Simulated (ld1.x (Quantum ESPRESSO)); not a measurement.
chromium (Cr): ultrasoft pseudisation with BLYP, scalar-relativistic reference atom.

Cr, ultrasoft, made with ld1.x (Quantum ESPRESSO) 7.5 (BLYP, scalar-relativistic). Core [Ne], reference 3s2 3p6 3d5 4s1 4p0. Waves: 3s (bound): rcut 1.20, rcutus 1.45 bohr; 4s (bound): rcut 1.20, rcutus 1.45 bohr; 3p (bound): rcut 1.40, rcutus 1.50 bohr; 4p (bound, empty): rcut 1.40, rcutus 1.50 bohr; 3d (bound): rcut 0.95, rcutus 1.15 bohr; 3d channel at 3.7 Ry: rcut 0.95, rcutus 1.15 bohr. Local part: all-electron potential smoothed inside 1.35 bohr (lloc = -2). Core correction: none. Augmentation charge: PSQ, radius 0.75 bohr.

(1) Does the generator finish with these settings?

## Answers

(1) No. ld1.x (Quantum ESPRESSO) 7.5 stopped with "chargeps: negative rho": the spherical valence density built from the smooth waves and the augmentation charge turned negative at some radius.
